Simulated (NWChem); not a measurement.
System: C$_{2}$H$_{4}$BF$_{2}$N; SMILES C/C=N/B(F)F

```xyz
10

C     -0.5831     2.3620     0.0000
C      0.6478     1.5127     0.0000
N      0.6895     0.2611     0.0000
B      0.0238    -0.9620     0.0000
F     -0.2613    -1.5917     1.1350
F     -0.2613    -1.5917    -1.1350
H     -1.4963     1.7519     0.0000
H     -0.5820     3.0223    -0.8828
H     -0.5820     3.0223     0.8828
H      1.6034     2.0750     0.0000
```
Atoms are numbered in this order, from 1.

All runs: NWChem. Pople sets run with spherical d functions. STO-3G and 3-21G are far too small for this property and stand as cheap habits. Geometry: optimised at PBE0/def2-SVP. GIAO values for the isolated, static molecule; σ is the absolute isotropic shielding, δ = σ(reference) − σ with the isolated reference molecule computed at the same levels (11B: boron trifluoride, 13C: tetramethylsilane, 19F: trichlorofluoromethane, 1H: tetramethylsilane, 15N: ammonia).

```csv
level,δ C1 (ppm),δ C2 (ppm),δ N3 (ppm),δ B4 (ppm),δ F5 (ppm),δ H7 (rotor mean) (ppm),δ H10 (ppm)
Hartree-Fock/STO-3G,(withheld),(withheld),(withheld),7.8,(withheld),1.81,7.93
PBE/pcSseg-1,33.6,166.6,374.4,6.9,-136.8,2.04,8.06
KT2/pcSseg-1,33.1,157.2,347.6,6.5,-149.2,2.01,7.85
B3LYP/6-31G*,29.2,150.7,326.5,8.2,-118.2,1.84,7.97
Hartree-Fock/6-31G*,28.4,156.5,325.9,8.8,-80.2,1.91,8.01
```

Problem. Some entries are withheld; supply them.

Solution. 
- Hartree-Fock/STO-3G, δ C1 (ppm): 27.8
- Hartree-Fock/STO-3G, δ C2 (ppm): 126.8
- Hartree-Fock/STO-3G, δ N3 (ppm): 299.0
- Hartree-Fock/STO-3G, δ F5 (ppm): -33.2
